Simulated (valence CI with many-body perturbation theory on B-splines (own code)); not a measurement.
# Ladder of approximations for Ta40+

Computed by configuration interaction combined with many-body perturbation theory (CI+MBPT): five valence electrons over a frozen Dirac-Fock core [Ar] 3d10, a basis of 9 s, 9 p, 8 d, 6 f, 3 g, 1 h functions for each j, with the one-electron correlation potential Σ1 (screened to all orders), the two-electron term Σ2, the three-electron term Σ3, Breit, model QED; selected single and double excitations, second order for the rest (own B-spline code, finite nucleus).

The last digits are not significant, and no measured levels were compared; by estimate large intervals hold to a few tenths of a per cent, small ones and those within an open d or f shell to about a per cent. Among the levels kept, up to 270 cm⁻¹ of a level comes from second order outside the variational space, and about a tenth of that is noise between levels of different J, which matters for small intervals.

Each rung adds one term. CI alone is the Dirac-Coulomb CI over the frozen core; QED comes last and gives the full result, which names the levels. Energies are above (4s^2 4p1/2^2 4p3/2) J=3/2 on the same rung, in eV.

Levels are named by their leading jj configuration (3d3/2^4 stands for four electrons in 3d with j = 3/2), which in mixed levels can hold well under half, so a name can repeat and another be missing. Letters in brackets count levels of one name in rising energy.

```tsv
Level	CI alone	Σ1	Σ2	Σ3	Breit	QED	Full
(4s^2 4p1/2 4p3/2^2) J=3/2	82.85	+0.246	+0.260	+0.023	-1.008	+0.105	82.47
(4s^2 4p1/2 4p3/2^2) J=5/2	88.35	+0.247	+0.186	+0.006	-1.065	+0.105	87.82
(4s^2 4p1/2 4p3/2^2) J=1/2	95.13	+0.249	+0.079	-0.016	-0.992	+0.104	94.55
(4s^2 4p1/2^2 4d3/2) J=3/2	151.08	-0.208	-0.136	+0.040	-0.345	-0.231	150.20
(4s^2 4p1/2^2 4d5/2) J=5/2	171.08	+0.006	+0.050	+0.062	-0.522	-0.532	170.15
(4s^2 4p3/2^3) J=3/2	178.95	+0.494	+0.342	+0.002	-2.013	+0.205	177.98
(4s 4p1/2^2 4p3/2^2) J=5/2	184.69	+0.021	-0.360	+0.025	-0.453	-0.629	183.29
(4s 4p1/2^2 4p3/2^2) J=1/2	193.72	+0.145	-0.108	+0.024	-0.186	-1.001	192.59
(4s 4p1/2^2 4p3/2^2) J=3/2	196.14	+0.135	-0.379	+0.031	-0.256	-0.948	194.73
(4s^2 4p1/2 4p3/2 4d3/2) J=5/2 [a]	233.62	+0.031	+0.097	+0.067	-1.401	-0.110	232.30
(4s^2 4p1/2 4p3/2 4d3/2) J=3/2 [a]	233.79	+0.038	+0.064	+0.067	-1.355	-0.133	232.47
(4s^2 4p1/2 4p3/2 4d3/2) J=1/2 [a]	234.10	+0.034	+0.080	+0.069	-1.339	-0.119	232.83
(4s^2 4p1/2 4p3/2 4d3/2) J=7/2	239.10	+0.034	+0.038	+0.049	-1.473	-0.103	237.65
(4s^2 4p1/2 4p3/2 4d5/2) J=3/2 [a]	252.06	+0.217	+0.313	+0.086	-1.563	-0.339	250.77
(4s^2 4p1/2 4p3/2 4d5/2) J=7/2 [a]	252.63	+0.126	+0.051	+0.074	-1.785	-0.054	251.04
(4s^2 4p1/2 4p3/2 4d3/2) J=5/2 [b]	254.04	+0.054	-0.817	+0.003	-1.432	-0.116	251.73
(4s^2 4p1/2 4p3/2 4d3/2) J=3/2 [b]	255.43	+0.054	-1.075	-0.004	-1.298	-0.186	252.92
(4s^2 4p1/2 4p3/2 4d3/2) J=1/2 [b]	255.99	+0.057	-0.891	+0.001	-1.308	-0.171	253.67
(4s^2 4p1/2 4p3/2 4d5/2) J=5/2 [a]	256.51	+0.179	+0.083	+0.062	-1.667	-0.247	254.92
(4s^2 4p1/2 4p3/2 4d5/2) J=9/2	258.73	+0.129	+0.012	+0.048	-1.894	-0.055	256.97
(4s^2 4p1/2 4p3/2 4d5/2) J=3/2 [b]	271.51	+0.225	-0.212	+0.014	-1.556	-0.346	269.64
(4s^2 4p1/2 4p3/2 4d5/2) J=7/2 [b]	272.16	+0.131	-0.602	+0.003	-1.855	-0.056	269.78
(4s^2 4p1/2 4p3/2 4d5/2) J=5/2 [b]	272.62	+0.139	-0.889	-0.008	-1.700	-0.119	270.04
(4s^2 4p1/2 4p3/2 4d5/2) J=1/2	273.42	+0.188	-0.434	+0.007	-1.641	-0.234	271.31
(4s^2 4p1/2 4p3/2 4d5/2) J=3/2 [c]	277.23	+0.219	-0.561	-0.003	-1.511	-0.388	274.99
(4s 4p1/2 4p3/2^3) J=5/2	281.89	+0.307	-0.484	+0.009	-1.391	-0.659	279.67
(4s 4p1/2 4p3/2^3) J=3/2	291.13	+0.356	-0.711	+0.003	-1.277	-0.785	288.72
(4s 4p1/2 4p3/2^3) J=1/2	292.01	+0.317	-0.946	-0.019	-1.302	-0.702	289.36
(4s 4p1/2^2 4p3/2 4d3/2) J=5/2 [a]	326.97	-0.070	+0.193	+0.105	-0.547	-1.230	325.42
(4s 4p1/2^2 4p3/2 4d3/2) J=3/2 [a]	327.92	-0.068	+0.136	+0.103	-0.509	-1.247	326.33
(4s 4p1/2^2 4p3/2 4d3/2) J=1/2 [a]	327.89	-0.067	+0.171	+0.106	-0.476	-1.248	326.38
```

The middle columns are the shifts that each term adds.

Question: How does the ionisation energy move along the ladder, and which term matters most?

Answer: CI alone 1912.1, + Σ1 1913.6, + Σ2 1913.9, + Σ3 1913.6, + Breit 1912.2, + QED 1912.1 eV. The largest step is Σ1, 1.5 eV. NIST lists 1910 ± 4 eV (theoretical).
